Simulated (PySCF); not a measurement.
Al2H6O5

Al2H6O5 is a molecule, neutral, singlet. The structure, one conformer, was relaxed in the gas phase by PBE0-D3(BJ)/def2-SVP. No frequency run checks that it is a minimum.

SMILES: [OH][AlH-]1[OH+][Al-]([OH])([OH])[OH+]1

```
atom   x (Å)   y (Å)   z (Å)
  O1   1.537  -1.175   1.302
 Al2   0.591   0.211   0.981
  O3   0.721   1.502   2.090
  O4  -1.118  -0.263   0.467
 Al5  -1.020   0.064  -1.365
  O6  -0.973  -1.345  -2.329
  O7   0.650   0.673  -0.807
  H8   2.128  -1.211   2.055
  H9   0.256   2.336   2.030
 H10  -1.752  -0.794   0.954
 H11  -1.982   1.208  -1.867
 H12  -0.445  -2.128  -2.170
 H13   1.418   0.904  -1.333
```

Shieldings: GIAO PBE0/pcSseg-1. Shifts are against computed references at the same level: H TMS (σ 31.27 ppm). Core levels by delta-SCF with SCAN, pcX-2 on the ionised atom and pcseg-1 elsewhere, spin-free X2C (2p3/2 is the spin-free 2p value less a third of a first-order spin-orbit splitting); from the vacuum level, for chosen atoms.

Problem. Give the shieldings and core levels atom by atom.

Solution. 
```
  atoms   bonded to  σ (ppm)  δ (ppm)  core level (eV)
     O1  1 Al + 1 H    329.7        -        1s 537.76
    Al2         4 O    499.0        -      2p3/2 80.86
     O3  1 Al + 1 H    324.7        -                -
  O4 O7  2 Al + 1 H    295.3        -        1s 539.71
    Al5   3 O + 1 H    481.0        -      2p3/2 80.74
     O6  1 Al + 1 H    307.7        -        1s 537.60
     H8         1 O    30.47     0.79                -
     H9         1 O    30.40     0.87                -
H10 H13         1 O    29.48     1.78                -
    H11        1 Al    27.62     3.64                -
    H12         1 O    30.10     1.16                -
```

Values are those of this one static structure; atoms that internal rotation interchanges would show their mean in an NMR spectrum.

Problem. Which of O1, O4, O6 holds its core electrons tightest, and by how much against the loosest?

Solution. O4 (bonded to 2 Al + 1 H), by 2.11 eV over O6 (bonded to 1 Al + 1 H).

Problem. By CAM-B3LYP/def2-SVPD (TDDFT singlets, Tamm-Dancoff triplets), where does absorption start?

Solution. The first singlet with intensity lies at 7.56 eV (f 0.126); what lies below it is dark. The lowest singlet lies at 7.08 eV (f 0.000), the strongest of the first 6 at 7.56 eV (f 0.126), the lowest triplet at 6.82 eV.

The 3 runs behind this took 3.3 min in all, one thread each of AMD EPYC 9R45 96-Core on a shared host, launched as `OMP_NUM_THREADS=1 python cluster_run.py task.json out`.
